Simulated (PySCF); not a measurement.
A GIAO shielding run with PySCF 2.14 (density fitting, non-relativistic, gas phase) on `C/C=C\[P+]1(C)C=CCC=C1`, [C$_{9}$H$_{14}$P]+:

```
$ OMP_NUM_THREADS=1 python probes_run.py task.json out

{"job": {"kind": "nmr", "xc": "PBE0", "basis": "pcSseg-1"}, "charge": 1, "multiplicity": 1}
C      2.280450     1.293326    -0.505732
C      2.634300    -0.071739    -0.064456
C      1.777541    -1.031582     0.282939
P     -0.009143    -0.867572     0.299196
C     -0.633639    -2.454745     0.912742
C     -0.730005    -0.529375    -1.300918
C     -1.612833     0.451483    -1.472752
C     -2.109822     1.399252    -0.438586
C     -1.496570     1.337342     0.916126
C     -0.604233     0.450216     1.349211
H      1.202228     1.440809    -0.540740
H      2.703720     1.481401    -1.492023
H      2.725031     2.023988     0.169893
H      3.694792    -0.289767    -0.025381
H      2.126860    -2.007774     0.594066
H     -1.722306    -2.432770     0.946266
H     -0.244204    -2.635930     1.914808
H     -0.308220    -3.255628     0.248503
H     -0.417427    -1.165386    -2.117976
H     -2.035258     0.608315    -2.457684
H     -3.192697     1.256469    -0.332864
H     -2.003414     2.420574    -0.823470
H     -1.835117     2.111297     1.593979
H     -0.201770     0.487560     2.352411
```

Hardware: 1 thread of an Arm Neoverse V1, shared host. The job also computes population analyses, field gradients, ring-centre shieldings.

(1) How large is the calculation?

(2) How long does it take?

## Answers

(1) 82 electrons, 247 basis functions and 1296 auxiliary functions.

(2) 75 s of wall time, with 13 SCF cycles and 5 response iterations. Times on a shared host scatter by some tens of per cent.
